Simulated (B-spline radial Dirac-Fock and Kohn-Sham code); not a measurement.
# Si 3p3/2: cross section and angular parameters

System: atomic silicon, [Ne] 3s2 3p2; threshold 6.07 eV (orbital energy of the model). The computed values come from an atomic code on a B-spline grid: Dirac-Hartree-Slater photoionisation with a Latter tail; cross sections with all multipoles, angular parameters from the dipole term and its interference with E2.

For linearly polarised light dσ/dΩ = σ/(4π) [1 + β P₂(cos θ) + (δ + γ cos²θ) sin θ cos φ], with θ from the polarisation vector and φ the angle between the beam and the projection of the electron momentum on the plane normal to the polarisation.

```
hν (eV)    σ (kb)      β       γ      δ
     60       179  1.273  -0.023  0.000
   69.5       156  1.383  -0.020  0.001
    101      92.4  1.542   0.003  0.004
    124      64.9  1.583   0.022  0.006
    147         ?      ?       ?      ?
    169      35.8  1.605   0.058  0.007
    299      10.4  1.556   0.155  0.011
    319      8.89  1.544   0.168  0.012
    354      6.92  1.522   0.191  0.013
    358      6.73  1.520   0.193  0.013
    366      6.37  1.515   0.198  0.014
    393      5.34  1.499   0.214  0.015
    400      5.11  1.494   0.219  0.015
    501      2.85  1.433   0.275  0.018
    524      2.53  1.419   0.287  0.019
    672      1.27  1.335   0.354  0.025
   1000     0.398  1.176   0.463  0.040
   1060     0.334  1.151   0.478  0.042
   1160     0.253  1.111   0.502  0.047
   1230     0.211  1.084   0.518  0.050
   2000    0.0446  0.858   0.643  0.084
   2470    0.0221  0.761   0.693  0.104
 2984.4    0.0116  0.676   0.736  0.124
   3340   0.00783  0.627   0.761  0.138
 5414.7   0.00140  0.439   0.867  0.207
   6020  0.000947  0.403   0.890  0.225
 8047.8  0.000322  0.312   0.959  0.279
   8370  0.000278  0.301   0.969  0.287
 9251.7  0.000190  0.273   0.995  0.308
```

Problem. Give the values at 147 eV.

Solution. σ = 47.2 kb, β = 1.600, γ = 0.040, δ = 0.007.
